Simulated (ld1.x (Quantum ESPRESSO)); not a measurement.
# Cutoff test, promethium (Pm), TM

ld1.x (Quantum ESPRESSO) 7.5 input, shortened:

```
&input
   title='Pm', zed=61., rel=1, dft='PBESOL', iswitch=3,
   config='[Xe] 4f5 5d0 6s0 6p0'
 /
 &inputp
   pseudotype=2, tm=.true., lloc=2,
   nlcc=.true., rcore=0.90
 /
4
5S  1  0   2.00   0.00  1.65  1.65  0.0
5P  2  1   6.00   0.00  2.70  2.70  0.0
4F  4  3   5.00   0.00  1.15  1.15  0.0
5D  3  2   0.00   0.00  3.00  3.00  0.0
 &test
   configts(1)='4f5 5s2 5p6 5d0 6s0 6p0'
 /
```

The pseudo-atom Hamiltonian at the reference potential is diagonalised in spherical Bessel functions j_l(qr) that vanish at 20 bohr, with q² up to the cutoff. All-electron valence levels (Ry): 5s -4.0485, 6s -0.9866, 5p -2.6305, 6p -0.7034, 4f -1.1184, 5d -0.9955.

**Question.** How do the lowest levels (Ry) of each channel move with the cutoff, and are there ghosts?

**Answer.**

| cutoff (Ry) | s #1 | s #2 | s #3 | p #1 | p #2 | f #1 | f #2 | d #1 | Σ f·Δε (mRy) |
| --- | --- | --- | --- | --- | --- | --- | --- | --- | --- |
| 8 | -4.7542 | -2.4590 | -0.7114 | -2.5943 | -0.6990 | -0.2997 | -0.1719 | -0.9603 | 5721.3 |
| 25 | -8.7341 | -4.0228 | -0.9351 | -2.6305 | -0.7194 | -0.3018 | -0.1737 | -0.9954 | 4134.1 |
| 50 | -9.3471 | -4.0457 | -0.9424 | -2.6305 | -0.7194 | -0.3025 | -0.1744 | -0.9955 | 4084.4 |
| 100 | -9.4330 | -4.0484 | -0.9432 | -2.6305 | -0.7194 | -0.3164 | -0.1875 | -0.9955 | 4009.3 |
| 180 | -9.4366 | -4.0485 | -0.9433 | -2.6305 | -0.7194 | -1.0549 | -0.2868 | -0.9955 | 317.0 |
| 400 | -9.4367 | -4.0485 | -0.9433 | -2.6305 | -0.7194 | -1.1183 | -0.2876 | -0.9955 | 0.0 |

Result: ghost state, extra bound levels that the all-electron valence spectrum of the same l lacks: s at -128.4 eV (a true bound ghost makes a file unfit for plane-wave use); 10 mRy is reached at 260 Ry and 1 mRy at 300 Ry.

4 of 7 tests not solved or not reliable.
